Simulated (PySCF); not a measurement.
PySCF job for C₂H₆N, SMILES C=[NH+]C, charge +1, KT2/pcSseg-1. Geometry optimised at PBE-D3(BJ)/def2-TZVP. The isomer is the one that the SMILES or the coordinates give; other isomers of the formula were not compared.

```python
import numpy as np
from pyscf import gto, scf, dft
from pyscf.prop.nmr import rks as nmr

mol = gto.M(
    atom='''
    C    -0.23215115   -1.23796749    0.00000000
    N     0.41020280   -0.13061078   -0.00000000
    C    -0.16934223    1.21419830   -0.00000000
    H    -1.32472765   -1.22713790    0.00000000
    H     0.31829568   -2.18107742    0.00000000
    H     1.43738209   -0.17195135   -0.00000000
    H     0.18416825    1.74661377    0.89389529
    H    -1.26174595    1.14382978   -0.00000000
    H     0.18416825    1.74661378   -0.89389528
    ''',
    basis='pcSseg-1',
    charge=1,
    spin=0,
    max_memory=1600,
    verbose=3,
)
mf = dft.RKS(mol, xc='kt2')
mf.grids.level = 3
mf.conv_tol = 1e-10
mf.max_cycle = 100
mf.kernel()
n = nmr.NMR(mf)
n.verbose = 2
n.max_cycle_cphf = 60
sigma = n.kernel()
print('atom   isotropic/ppm   span/ppm')
for i, s in enumerate(sigma):
    w = np.linalg.eigvalsh((s + s.T) / 2)
    print(f'{mol.atom_symbol(i):2s}{i + 1:3d} {w.mean():14.3f} {w[2] - w[0]:11.3f}')
```

Output:

```
converged SCF energy = -136.519494215232
atom   isotropic/ppm   span/ppm
C   1         12.238     203.920
N   2         24.778     331.619
C   3        134.125      71.368
H   4         23.121       5.573
H   5         23.312       5.116
H   6         22.096       5.925
H   7         26.863       8.245
H   8         27.224       6.454
H   9         26.863       8.245
```

Self-consistency was reached.

Cost: around 6 core-seconds (rough).
